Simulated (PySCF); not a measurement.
# Dipole moment and polarisability of `C#C[C@@H]1C=CC[Si@H]1O[SiH3]`

Species: C₆H₁₀OSi₂.
SMILES with atom numbers: `[CH:1]#[C:2][C@@H:3]1[CH:4]=[CH:5][CH2:6][Si@H:7]1[O:8][SiH3:9]` (hydrogens: H10 on C1; H11 on C3; H12 on C4; H13 on C5; H14, H15 on C6; H16 on Si7; H17, H18, H19 on Si9)

Cartesian coordinates in Å at the PBE0-D3(BJ)/def2-SVP level; atoms count from 1:
```xyz
19
C6H10OSi2 angstrom
C     -3.8822   -1.5972   -0.3384
C     -2.7138   -1.4120   -0.0712
C     -1.3136   -1.1411    0.2087
C     -1.1109   -0.1913    1.3761
C     -0.8221    1.0926    1.1129
C     -0.7096    1.5375   -0.3220
Si    -0.4961   -0.1226   -1.1886
O      1.1167   -0.5170   -1.2942
Si     2.4361   -0.6221   -0.2895
H     -4.9164   -1.7740   -0.5668
H     -0.7763   -2.0933    0.3670
H     -1.2295   -0.5606    2.3993
H     -0.6824    1.8121    1.9269
H     -1.6227    2.0669   -0.6486
H      0.1332    2.2282   -0.4873
H     -1.0944   -0.2929   -2.5368
H      2.1718   -1.5938    0.8154
H      2.7488    0.7141    0.3031
H      3.5975   -1.0910   -1.0957
```

Level: PBE0/def2-SVPD (PySCF), static field, nuclei fixed, core orbitals frozen in the response. The polarisability tensor in these axes (au):

```
x   138.29  11.49   1.55
y    11.49 112.39   1.47
z     1.55   1.47 106.57
```

**Question.** Give the principal values, the mean and the anisotropy Δα = √{½[(α1 − α2)² + (α2 − α3)² + (α1 − α3)²]}.

**Answer.** Principal values 106.11, 108.38 and 142.76 au; mean 119.08 au = 17.65 Å³ = 19.63 × 10⁻⁴⁰ C²·m²/J; Δα = 35.57 au (30 % of the mean).

**Question.** What is the dipole moment, and where does it point?

**Answer.** (0.30, 0.91, 0.61) D, 1.14 D in size, pointing from the negative to the positive side. Measured along this direction, the outermost atoms are H10 at the negative end and H13 at the positive end.

**Question.** In TDDFT the mean static polarisability is Σ f/ω² over all singlet excitations (ω in hartree). How much of it do the 10 lowest give? Their energies (eV) and oscillator strengths: 5.81, 0.0080; 6.26, 0.0054; 6.34, 0.0213; 6.39, 0.0148; 6.58, 0.0054; 6.72, 0.0141; 6.79, 0.0928; 6.81, 0.0090; 6.93, 0.0159; 6.96, 0.0038.

**Answer.** They add up to 3.20 au, 2.7 % of the 119.08 au; the largest single term is 1.49 au, from the state at 6.79 eV. Terms in order: 0.18, 0.10, 0.39, 0.27, 0.09, 0.23, 1.49, 0.14, 0.24, 0.06 au. Higher excitations give the rest. The strengths listed sum to 0.191.

**Question.** Traceless (Buckingham) quadrupole moment about the centre of nuclear charge: eigenvalues?

**Answer.** -4.46, 1.39, 3.07 D·Å. The values depend on the origin, since the dipole doesn't vanish. The electronic extent ⟨r²⟩ about the same centre is 1769 bohr², a root-mean-square distance of 2.46 Å for the 82 electrons.

**Question.** How large is μ²/3kT at 250 K beside α?

**Answer.** In Gaussian units μ²/3kT = 12.45 Å³ against 17.65 Å³, a ratio of 0.71; the Debye molar polarisation (4π/3)N_A(α + μ²/3kT) is 75.9 cm³/mol, leaving out the vibrational part.

**Question.** Estimate the molar refractivity from the static electronic polarisability.

**Answer.** Lorentz–Lorenz: R = (4π/3)N_A α = 2.5225 cm³/(mol·Å³) × 17.65 Å³ = 44.5 cm³/mol, in the limit of long wavelengths.

**Question.** Directions of the eigenvectors, and the extent of the frame along each?

**Answer.** Largest value along (0.93, 0.36, 0.05), where the nuclei span 8.16 Å; middle along (-0.35, 0.85, 0.39), 5.15 Å; least along (0.09, -0.39, 0.92), 4.62 Å. The response follows the extents in order.

The structure is a single PBE0-D3(BJ)/def2-SVP conformer in the gas phase; no vibrational or solvent corrections.

These values come from a run that also computed excited states and ΔSCF ions. Hardware: Arm Neoverse N1, one thread, on a shared host. Cost: 14 min wall, 1.1 GiB resident at most.
